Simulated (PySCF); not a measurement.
# Level sweep

Species: C₃H₅GaO₂.
Numbering: `[CH:1]1=[CH:2][O:3][GaH2-:4][O+:5]=[CH:6]1` (hydrogens: H7 on C1; H8 on C2; H9, H10 on Ga4; H11 on C6)

Cartesian coordinates in Å at the PBE0-D3(BJ)/def2-SVP level; atoms count from 1:
```xyz
11
C3H5GaO2 angstrom
C      1.3330    0.4171    0.0025
C      1.0541   -0.9322    0.2398
O     -0.0837   -1.4797    0.2688
Ga    -1.7954   -0.5607   -0.0122
O     -0.9094    1.1690   -0.2898
C      0.3373    1.3670   -0.2450
H      2.3731    0.7427    0.0092
H      1.9099   -1.6080    0.4234
H     -2.3482   -1.0272   -1.3965
H     -2.5174   -0.4928    1.3713
H      0.6576    2.4102   -0.4233
```

PySCF, dipoles from the SCF density, polarisabilities from static response with core orbitals frozen. Geometry: PBE0-D3(BJ)/def2-SVP; no solvent, vibrations or thermal averaging. The LDA/def2-SVPD calculation is non-relativistic and has no spin–orbit coupling, an omission that weighs most on gallium.

Problem. How do dipole and polarisability depend on functional and basis here?

Solution. 

| level | μ (D) | α (au) | anisotropy (au) |
| --- | --- | --- | --- |
| LDA/def2-SVPD | 2.836 | 74.56 | 25.63 |
| PBE/def2-SVPD | 2.787 | 73.59 | 25.92 |
| B3LYP/def2-SVPD | 2.981 | 71.58 | 24.31 |
| PBE0/def2-SVPD | 2.966 | 70.83 | 24.35 |
| BHandHLYP/def2-SVPD | 3.193 | 68.84 | 22.93 |
| CAM-B3LYP/def2-SVPD | 3.060 | 70.77 | 23.88 |
| wB97X-D/def2-SVPD | 3.019 | 70.80 | 23.58 |
| LC-wPBE/def2-SVPD | 3.044 | 69.49 | 24.10 |
| HF/def2-SVPD | 3.537 | 65.68 | 20.96 |
| PBE0/6-31G* | 2.947 | 58.97 | 29.32 |
| PBE0/def2-SVP | 2.952 | 60.67 | 27.10 |
| PBE0/aug-cc-pVDZ | 2.883 | 72.20 | 24.29 |
| PBE0/def2-TZVP | 2.923 | 67.99 | 25.59 |
| PBE0/def2-TZVPD | 2.898 | 72.05 | 24.63 |

The anisotropy is √(½[(α1 − α2)² + (α2 − α3)² + (α3 − α1)²]). The dipole runs from 2.79 D (PBE/def2-SVPD) to 3.54 D (HF/def2-SVPD). No reference polarisability is at hand; against PBE0 in the largest diffuse basis at hand (def2-TZVPD) the other PBE0 rows deviate by 6-31G* -18%, def2-SVP -16%, def2-SVPD -2%, aug-cc-pVDZ 0%, def2-TZVP -6%. In one basis (def2-SVPD) the functionals order the polarisability from HF (lowest) to LDA (highest), a spread of 14%. With PBE0 the polarisability is 62.54 au without diffuse functions (mean of 6-31G*, def2-SVP and def2-TZVP) and 71.69 au with them (mean of def2-SVPD, aug-cc-pVDZ and def2-TZVPD).
